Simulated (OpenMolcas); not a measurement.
## Al: effect of correlating more closed shells

- Program: OpenMolcas 26.06
- Basis: ANO-RCC-VTZP [5s4p2d1f]
- Scalar Hamiltonian: DKH2, point nucleus
- Active space: 3 electrons in 4 orbitals (3s 3p)
- State averaging: 2S+1 = 4 odd, 1 root (0 in the spin-orbit step); 2S+1 = 2 odd, 3 roots; 2S+1 = 4 even, 3 roots; 2S+1 = 2 even, 5 roots
- Spin-orbit coupling: RASSI with atomic mean-field integrals over the reference wave functions, term energies averaged over their components

Methods on the same reference wave functions:
A. CASSCF
B. SS-CASPT2, IPEA 0.25 Eh, imaginary shift 0.1 Eh (closed shells correlated: none)
C. SS-CASPT2, IPEA 0.25 Eh, imaginary shift 0.1 Eh (closed shells correlated: 2s 2p)

Energies in cm⁻¹ above 3s² 3p ²P°_1/2, the measured ground level; measured values from NIST Handbook of Basic Atomic Spectroscopic Data.

```csv
Level,A,B,C,Measured
3s² 3p ²P°_1/2,0.0,0.0,0.0,0.0
3s² 3p ²P°_3/2,103,103,103,112
3s 3p² ⁴P_1/2,23042,26091,26783,29020
3s 3p² ⁴P_3/2,23079,26129,26821,29067
3s 3p² ⁴P_5/2,23141,26191,26883,29143
3s 3p² ²D_3/2,45047,40676,40988,
3s 3p² ²D_5/2,45047,40677,40988,
```

Deviations, from unrounded energies. A percentage is the sum of absolute deviations over the sum of measured energies, with the sign that they share, or ± where signs differ.

```tsv
Against measurement	Levels	A	B	C
mean absolute deviation (cm-1)	4	4500	2200	1700
fine structure of the ground term (%)	1	-7.9	-7.9	-7.9
other configurations (%)	3	-20.6	-10.1	-7.7
```

C lies closest to measurement on these levels and A furthest from it. The largest miss of C in the table is 3s 3p² ⁴P_5/2, by -2300 cm-1. The ranking rests on the paired levels alone, and a cruder setting can come out closer through cancelling errors.

Between B and C the level of the table that moves most is 3s 3p² ⁴P_1/2, by 690 cm-1 (lowest in B, highest in C).

The lowest spin-free term lies below A's lowest term by 0.025 hartree in B, 0.234 hartree in C.

What an inner shell adds also hangs on whether the basis holds functions to correlate it.

Terms of s pⁿ other than that of highest spin mix with s² pⁿ⁻² d, which this space lacks; all of them can be thousands of cm-1 off, and some have no real level of that name. Without dynamic correlation excited terms often stand tens of per cent too high (terms of higher spin than the ground term too low), and those without a measured partner can miss by more than the paired ones (holds for A). Measured partners are found by configuration, term and J. A level has none where our copy of the source lacks it or the pairing is in doubt (some pairs that miss far off the trend of their configuration count as doubtful), and it then counts in no deviation. Only configurations of the active space appear.

° marks odd parity.
